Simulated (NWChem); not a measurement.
System: C6H7, doublet; SMILES [C]1=CCCC=C1

Input file for NWChem:

```
start job
memory heap 200 mb stack 900 mb global 1100 mb
geometry units angstroms noautosym nocenter noautoz
  C     -1.448513    -0.114127     0.117476
  C     -0.973963     1.122877     0.093308
  C      0.506885     1.277037    -0.266965
  C      1.325428     0.067180     0.228934
  C      0.641448    -1.256146    -0.045552
  C     -0.705025    -1.335624    -0.087442
  H     -1.579196     2.008084     0.275232
  H      0.600730     1.370909    -1.360978
  H      0.910931     2.201495     0.161740
  H      2.323213     0.083210    -0.225107
  H      1.483934     0.155038     1.317541
  H      1.253929    -2.147975    -0.165600
  H     -1.218745    -2.276316    -0.268094
end
basis spherical
  * library def2-svp
end
dft
  odft
  mult 2
  xc b3lyp
  iterations 150
end
cosmo
  do_cosmo_smd true
  solvent ether
end
task dft energy
```

The geometry was optimised at B3LYP/6-31G* (spherical d), spin-unrestricted. No stability test was run on the SCF state. Solvent: diethyl ether.

Level: B3LYP/def2-SVP with SMD (1 M gas to 1 M solution), gas-phase geometry. Reactions with the solvent are ignored.

Predict the main results of this run. (B3LYP/def2-SVP, spin-unrestricted, SMD on the gas-phase geometry.) Quantities: solvation free energy (kcal/mol); cavity-dispersion-structure term (kcal/mol); dipole in solution (D).


| Quantity | Value |
|---|---|
| solvation free energy (kcal/mol) | -4.9 |
| cavity-dispersion-structure term (kcal/mol) | -2.8 |
| dipole in solution (D) | 1.78 |
